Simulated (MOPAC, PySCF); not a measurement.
C3H9Al, SMILES `[CH3][Al]([CH3])[CH3]`, neutral singlet in the gas phase. 

Z-matrix (Å, degrees):
```
Al
C 1 1.9616
H 2 1.0923 1 113.15
H 2 1.0938 3 108.15 1 124.60
H 2 1.0963 3 106.99 4 114.00
C 1 1.9621 2 121.09 3 -18.22
H 6 1.0921 1 113.28 2 2.88
H 6 1.0950 7 107.69 1 -123.25
H 6 1.0952 7 107.58 8 -113.83
C 1 1.9622 2 119.93 3 162.05
H 10 1.0924 1 113.03 2 13.54
H 10 1.0940 11 108.00 1 -124.34
H 10 1.0960 11 107.08 12 -113.92
```
Charge 0, multiplicity 1.

All levels are single points at this geometry (B3LYP-D3(BJ)/def2-TZVP); Pople sets use spherical d functions. Orbital energies aren't observables, and empty levels follow the basis.

```tsv
level	HOMO (eV)	LUMO (eV)	gap (eV)	dipole (D)	vertical IE, Delta-SCF (eV)
TPSSh-D3(BJ)/def2-TZVP in PySCF	-6.87	-0.68	6.19	0.00	9.37
B3LYP/3-21G in PySCF	-7.09	-0.43	6.65	0.06	–
B3LYP/LANL2DZ in PySCF	-7.16	-0.42	6.75	0.07	–
PBE/6-31G* in PySCF	-5.96	-0.98	4.98	0.05	–
SVWN5/6-31G* in PySCF	-6.03	-1.16	4.87	0.06	–
HF/6-31G* in PySCF	-10.50	2.38	12.88	0.02	9.01
AM1 in MOPAC	-10.29	-0.58	9.71	0.07	–
PM3 in MOPAC	-10.14	-1.47	8.67	0.07	–
PM6 in MOPAC	-10.38	2.17	12.55	0.08	–
```
